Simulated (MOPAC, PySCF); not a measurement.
CH₅B, SMILES `BC`, neutral singlet in the gas phase. 

Cartesian coordinates (Å):
```xyz
7

B      0.8751     0.0493    -0.0663
C     -0.6685    -0.0472    -0.0235
H      1.5548    -0.9224     0.0720
H      1.4203     1.1058    -0.1750
H     -1.0783    -1.0133    -0.3168
H     -1.1944     0.7575    -0.5367
H     -0.9091     0.0704     1.0462
```
Charge 0, multiplicity 1.

All levels are single points at this geometry (CAM-B3LYP-D3(BJ)/def2-TZVP); Pople sets use spherical d functions. Orbital energies aren't observables, and empty levels follow the basis.

```json
[
 {"level": "CAM-B3LYP-D3(BJ)/def2-TZVP in PySCF", "HOMO (eV)": "-10.49", "LUMO (eV)": "-0.14", "gap (eV)": "10.35", "dipole (D)": "0.67", "vertical IE, Delta-SCF (eV)": "11.87"},
 {"level": "PBE-D3(BJ)/def2-TZVP in PySCF", "HOMO (eV)": "-7.58", "LUMO (eV)": "-2.26", "gap (eV)": "5.32", "dipole (D)": "0.78", "vertical IE, Delta-SCF (eV)": "11.34"},
 {"level": "TPSSh-D3(BJ)/def2-TZVP in PySCF", "HOMO (eV)": "-8.39", "LUMO (eV)": "-1.60", "gap (eV)": "6.79", "dipole (D)": "0.69", "vertical IE, Delta-SCF (eV)": "11.59"},
 {"level": "B3LYP/3-21G in PySCF", "HOMO (eV)": "-8.70", "LUMO (eV)": "-1.17", "gap (eV)": "7.53", "dipole (D)": "0.76", "vertical IE, Delta-SCF (eV)": "–"},
 {"level": "B3LYP/6-311+G** in PySCF", "HOMO (eV)": "-8.84", "LUMO (eV)": "-1.49", "gap (eV)": "7.34", "dipole (D)": "0.65", "vertical IE, Delta-SCF (eV)": "–"},
 {"level": "M06-2X/6-31G* in PySCF", "HOMO (eV)": "-10.23", "LUMO (eV)": "0.18", "gap (eV)": "10.41", "dipole (D)": "0.65", "vertical IE, Delta-SCF (eV)": "–"},
 {"level": "PBE/6-31G* in PySCF", "HOMO (eV)": "-7.37", "LUMO (eV)": "-1.87", "gap (eV)": "5.50", "dipole (D)": "0.82", "vertical IE, Delta-SCF (eV)": "11.27"},
 {"level": "SVWN5/6-31G* in PySCF", "HOMO (eV)": "-7.32", "LUMO (eV)": "-2.13", "gap (eV)": "5.19", "dipole (D)": "0.89", "vertical IE, Delta-SCF (eV)": "11.24"},
 {"level": "HF/3-21G in PySCF", "HOMO (eV)": "-12.47", "LUMO (eV)": "2.86", "gap (eV)": "15.33", "dipole (D)": "0.55", "vertical IE, Delta-SCF (eV)": "–"},
 {"level": "HF/STO-3G in PySCF", "HOMO (eV)": "-11.54", "LUMO (eV)": "7.01", "gap (eV)": "18.54", "dipole (D)": "0.40", "vertical IE, Delta-SCF (eV)": "–"},
 {"level": "AM1 in MOPAC", "HOMO (eV)": "-11.04", "LUMO (eV)": "1.69", "gap (eV)": "12.73", "dipole (D)": "0.60", "vertical IE, Delta-SCF (eV)": "–"},
 {"level": "PM6 in MOPAC", "HOMO (eV)": "-10.76", "LUMO (eV)": "0.27", "gap (eV)": "11.03", "dipole (D)": "0.65", "vertical IE, Delta-SCF (eV)": "–"},
 {"level": "PM7 in MOPAC", "HOMO (eV)": "-11.17", "LUMO (eV)": "-0.25", "gap (eV)": "10.92", "dipole (D)": "0.51", "vertical IE, Delta-SCF (eV)": "–"}
]
```
